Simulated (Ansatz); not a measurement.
Reaction (ligand exchange at the Si–C bond): `C[SiH2]C=N` + HBr → `C[SiH2]Br` + `C=N`

Computed with Ansatz on PBE0-D4/def2-TZVP structures; ΔE is electronic, products minus reactants. CCSD(T)/CBS is the MP2 limit (def2-TZVPP, def2-QZVPP) plus CCSD(T) − MP2 in def2-TZVPP, frozen cores. This one scheme is used for every species. Functionals use def2-TZVPP. For Br outer-core shells are correlated without core-valence functions, which leaves a few kJ/mol of doubt a bond. Scalar relativity is left out up to krypton. One conformer a species, not always the lowest.

Task: Is it downhill or uphill in electronic energy at CCSD(T)/CBS, and by how much? (An estimate is asked.)

Result: Ansatz gave: Downhill: ΔE = -111.9 kJ/mol.

Task: What do these levels give: revPBE-D4, BLYP-D4, SCS-MP2/def2-TZVPP, SCS-MP2/def2-QZVPP, HF/CBS(def2), CCSD/CBS(def2)? (Estimate.)

Result: The calculation gave: revPBE-D4 -101.0, BLYP-D4 -101.6, SCS-MP2/def2-TZVPP -112.4, SCS-MP2/def2-QZVPP -114.7, HF/CBS(def2) -123.7, CCSD/CBS(def2) -114.2 kJ/mol.

Largest T1 diagnostic among the species: 0.012.

In def2-TZVPP, CCSD(T) changes the Hartree–Fock value by +17.1 kJ/mol (the triples alone add +2.3 kJ/mol) and MP2 by +10.6 kJ/mol. From PBE to PBE0 (25 % exact exchange), in def2-TZVPP and without D4, ΔE moves by −6.1 kJ/mol. At CCSD(T), def2-SVP lies +9.0 kJ/mol from the extrapolated value and def2-TZVPP +4.8 kJ/mol.
